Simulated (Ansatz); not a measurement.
Born–Oppenheimer molecular dynamics of AlClH₆SSi₂ (11 atoms, charge 0, multiplicity 1). It goes on from the last frame of an earlier run, with new velocities.

All numbers below come from Ansatz 0.2.0, RKS B3LYP/STO-3G.

```
ensemble        : NVT, Nosé–Hoover chain
time step       : 1 fs
steps asked     : 250
set temperature : 1000 K
thermostat      : time constant 50 fs, chain length 5
seed            : 75345
```

Frames 1 fs apart, positions in Å, forces in eV/Å.

Velocities at 170 fs (Å/ps):

```
Al 0.22 -2.20 1.69
Si -1.08 1.12 0.85
S -0.04 -2.40 -5.31
Si 0.88 1.97 11.71
Cl -1.78 0.17 -5.89
H 0.74 -0.25 32.04
H 12.13 39.82 -33.69
H 19.05 4.31 -4.96
H -19.22 -18.86 -21.18
H 6.57 -26.96 1.97
H 44.35 45.29 6.56
```

```xyz
11
Properties=species:S:1:pos:R:3:forces:R:3 time_fs=170 energy_less_start_eV=1.464 T=762
Al -1.838 0.684 0.146 0.55 -1.64 1.07
Si -0.307 -1.202 0.584 -0.75 1.14 -1.12
S 1.344 -0.579 1.794 -0.37 0.68 1.07
Si 0.578 -0.584 -1.583 0.49 -0.62 1.59
Cl 0.397 1.594 -0.956 -1.16 -1.23 -0.33
H -2.071 1.325 1.500 0.03 0.53 -0.59
H -2.956 0.468 -0.892 0.91 0.41 0.23
H -0.408 -2.596 1.131 -0.37 0.45 -1.36
H 0.457 -0.138 2.779 0.88 -0.23 -0.61
H 1.962 -0.787 -1.908 0.60 0.29 0.21
H 0.047 -0.662 -2.917 -0.81 0.22 -0.15
11
Properties=species:S:1:pos:R:3:forces:R:3 time_fs=171 energy_less_start_eV=1.463 T=768
Al -1.838 0.682 0.148 0.40 -1.29 1.37
Si -0.308 -1.201 0.585 -0.74 1.19 -1.25
S 1.344 -0.581 1.789 -0.27 0.65 0.94
Si 0.579 -0.582 -1.571 0.99 -0.64 1.46
Cl 0.395 1.594 -0.962 -1.10 -1.18 -0.22
H -2.070 1.327 1.529 0.09 0.28 -1.04
H -2.939 0.510 -0.925 0.97 0.35 0.39
H -0.391 -2.590 1.120 -0.43 0.26 -1.29
H 0.442 -0.158 2.755 0.81 -0.12 -0.36
H 1.972 -0.813 -1.905 0.30 0.35 0.39
H 0.088 -0.616 -2.911 -1.01 0.14 -0.39
11
Properties=species:S:1:pos:R:3:forces:R:3 time_fs=172 energy_less_start_eV=1.442 T=792
Al -1.837 0.679 0.150 0.38 -0.98 1.57
Si -0.310 -1.200 0.585 -0.73 1.34 -1.43
S 1.344 -0.583 1.784 -0.02 0.53 0.66
Si 0.580 -0.580 -1.558 1.38 -0.65 1.13
Cl 0.393 1.593 -0.968 -1.04 -1.11 -0.11
H -2.068 1.333 1.548 0.12 0.11 -1.33
H -2.913 0.555 -0.954 0.93 0.26 0.46
H -0.378 -2.581 1.096 -0.49 -0.04 -1.16
H 0.435 -0.179 2.728 0.58 0.07 0.05
H 1.984 -0.836 -1.899 -0.03 0.41 0.55
H 0.119 -0.568 -2.909 -1.07 0.05 -0.40
11
Properties=species:S:1:pos:R:3:forces:R:3 time_fs=173 energy_less_start_eV=1.401 T=833
Al -1.837 0.676 0.153 0.46 -0.72 1.66
Si -0.311 -1.197 0.585 -0.71 1.56 -1.62
S 1.343 -0.585 1.779 0.32 0.35 0.28
Si 0.582 -0.579 -1.545 1.60 -0.63 0.61
Cl 0.390 1.593 -0.974 -0.97 -1.03 0.02
H -2.066 1.339 1.555 0.11 0.01 -1.43
H -2.878 0.603 -0.979 0.80 0.16 0.45
H -0.369 -2.572 1.061 -0.53 -0.39 -0.98
H 0.433 -0.199 2.700 0.24 0.28 0.54
H 1.996 -0.854 -1.887 -0.31 0.46 0.65
H 0.140 -0.519 -2.911 -1.02 -0.06 -0.17
11
Properties=species:S:1:pos:R:3:forces:R:3 time_fs=174 energy_less_start_eV=1.342 T=890
Al -1.836 0.672 0.157 0.63 -0.55 1.63
Si -0.313 -1.194 0.584 -0.70 1.76 -1.79
S 1.343 -0.587 1.774 0.64 0.17 -0.06
Si 0.584 -0.577 -1.532 1.62 -0.54 0.00
Cl 0.387 1.592 -0.980 -0.89 -0.93 0.15
H -2.062 1.345 1.548 0.09 0.00 -1.33
H -2.836 0.653 -0.999 0.60 0.05 0.35
H -0.366 -2.567 1.016 -0.54 -0.71 -0.81
H 0.434 -0.217 2.678 -0.10 0.47 0.98
H 2.005 -0.868 -1.868 -0.48 0.49 0.68
H 0.151 -0.471 -2.914 -0.88 -0.20 0.19
11
Properties=species:S:1:pos:R:3:forces:R:3 time_fs=175 energy_less_start_eV=1.263 T=964
Al -1.835 0.668 0.161 0.86 -0.47 1.45
Si -0.316 -1.191 0.582 -0.69 1.81 -1.89
S 1.343 -0.589 1.770 0.78 0.05 -0.23
Si 0.587 -0.576 -1.518 1.47 -0.39 -0.56
Cl 0.384 1.591 -0.987 -0.80 -0.82 0.28
H -2.057 1.351 1.528 0.03 0.08 -1.03
H -2.787 0.703 -1.016 0.37 -0.05 0.20
H -0.367 -2.569 0.964 -0.53 -0.89 -0.68
H 0.433 -0.231 2.665 -0.26 0.56 1.23
H 2.010 -0.878 -1.843 -0.52 0.49 0.65
H 0.153 -0.425 -2.916 -0.70 -0.39 0.58
11
Properties=species:S:1:pos:R:3:forces:R:3 time_fs=176 energy_less_start_eV=1.168 T=1052
Al -1.833 0.664 0.166 1.10 -0.48 1.11
Si -0.318 -1.187 0.580 -0.70 1.63 -1.90
S 1.344 -0.591 1.765 0.65 0.02 -0.13
Si 0.590 -0.576 -1.505 1.18 -0.17 -0.98
Cl 0.381 1.589 -0.993 -0.70 -0.71 0.41
H -2.052 1.358 1.499 -0.05 0.24 -0.56
H -2.735 0.753 -1.032 0.12 -0.14 0.02
H -0.374 -2.579 0.904 -0.49 -0.82 -0.59
H 0.430 -0.239 2.664 -0.17 0.54 1.18
H 2.010 -0.882 -1.812 -0.41 0.47 0.56
H 0.149 -0.382 -2.912 -0.53 -0.59 0.87
11
Properties=species:S:1:pos:R:3:forces:R:3 time_fs=177 energy_less_start_eV=1.078 T=1135
Al -1.832 0.660 0.171 1.29 -0.56 0.62
Si -0.321 -1.183 0.578 -0.71 1.21 -1.85
S 1.344 -0.593 1.760 0.29 0.07 0.21
Si 0.594 -0.575 -1.492 0.78 0.07 -1.19
Cl 0.378 1.588 -0.998 -0.59 -0.58 0.52
H -2.047 1.367 1.464 -0.14 0.47 0.03
H -2.681 0.802 -1.047 -0.08 -0.22 -0.12
H -0.385 -2.598 0.839 -0.44 -0.50 -0.52
H 0.425 -0.242 2.674 0.15 0.42 0.86
H 2.005 -0.883 -1.775 -0.18 0.41 0.42
H 0.140 -0.344 -2.899 -0.37 -0.78 1.01
11
Properties=species:S:1:pos:R:3:forces:R:3 time_fs=178 energy_less_start_eV=1.022 T=1191
Al -1.830 0.656 0.176 1.40 -0.65 0.05
Si -0.324 -1.178 0.574 -0.73 0.61 -1.77
S 1.345 -0.594 1.755 -0.16 0.15 0.65
Si 0.598 -0.574 -1.480 0.34 0.31 -1.20
Cl 0.374 1.586 -1.004 -0.47 -0.44 0.63
H -2.044 1.381 1.429 -0.24 0.71 0.61
H -2.628 0.849 -1.063 -0.22 -0.30 -0.18
H -0.401 -2.621 0.769 -0.37 -0.01 -0.44
H 0.422 -0.241 2.693 0.56 0.25 0.41
H 1.999 -0.879 -1.734 0.14 0.33 0.26
H 0.128 -0.315 -2.877 -0.25 -0.95 0.98
11
Properties=species:S:1:pos:R:3:forces:R:3 time_fs=179 energy_less_start_eV=1.004 T=1216
Al -1.827 0.651 0.182 1.38 -0.64 -0.45
Si -0.327 -1.172 0.570 -0.75 -0.04 -1.71
S 1.346 -0.596 1.751 -0.55 0.21 1.06
Si 0.603 -0.573 -1.468 -0.06 0.52 -1.02
Cl 0.370 1.584 -1.010 -0.35 -0.30 0.72
H -2.043 1.402 1.399 -0.30 0.86 1.00
H -2.577 0.893 -1.081 -0.28 -0.39 -0.14
H -0.420 -2.644 0.694 -0.28 0.52 -0.31
H 0.424 -0.238 2.715 0.90 0.08 -0.02
H 1.994 -0.872 -1.691 0.47 0.24 0.09
H 0.113 -0.293 -2.845 -0.18 -1.07 0.76
11
Properties=species:S:1:pos:R:3:forces:R:3 time_fs=180 energy_less_start_eV=1.006 T=1223
Al -1.824 0.646 0.187 1.25 -0.42 -0.73
Si -0.331 -1.167 0.566 -0.76 -0.61 -1.65
S 1.346 -0.598 1.746 -0.80 0.23 1.33
Si 0.607 -0.572 -1.456 -0.30 0.66 -0.68
Cl 0.366 1.582 -1.015 -0.22 -0.16 0.80
H -2.045 1.431 1.379 -0.30 0.83 1.09
H -2.528 0.934 -1.101 -0.30 -0.51 0.01
H -0.442 -2.662 0.616 -0.20 0.97 -0.13
H 0.435 -0.234 2.738 1.08 -0.05 -0.34
H 1.994 -0.863 -1.646 0.70 0.17 -0.06
H 0.096 -0.283 -2.807 -0.17 -1.13 0.37
11
Properties=species:S:1:pos:R:3:forces:R:3 time_fs=181 energy_less_start_eV=1.011 T=1226
Al -1.820 0.641 0.192 1.01 0.04 -0.75
Si -0.334 -1.162 0.560 -0.75 -1.03 -1.61
S 1.346 -0.600 1.743 -0.85 0.18 1.42
Si 0.611 -0.570 -1.444 -0.29 0.73 -0.24
Cl 0.362 1.580 -1.021 -0.09 -0.02 0.84
H -2.050 1.468 1.370 -0.25 0.58 0.85
H -2.482 0.970 -1.120 -0.30 -0.63 0.20
H -0.466 -2.671 0.536 -0.12 1.27 0.09
H 0.456 -0.230 2.757 1.09 -0.11 -0.50
H 2.000 -0.853 -1.602 0.77 0.13 -0.18
H 0.077 -0.282 -2.764 -0.21 -1.13 -0.13
```

Of the whole run (250 fs, mean temperature of the second half 1034 K): The conserved energy stayed within 0.94 meV per atom of its start (net change 0.56 meV per atom), so the integration is sound. A run of 0.25 ps of so small a system gives no equilibrium averages. Limits of this set-up: minimal basis.

Time of the run: 10 min on 1 thread of Arm Neoverse V1, on a shared host, peak memory 0.11 GiB.
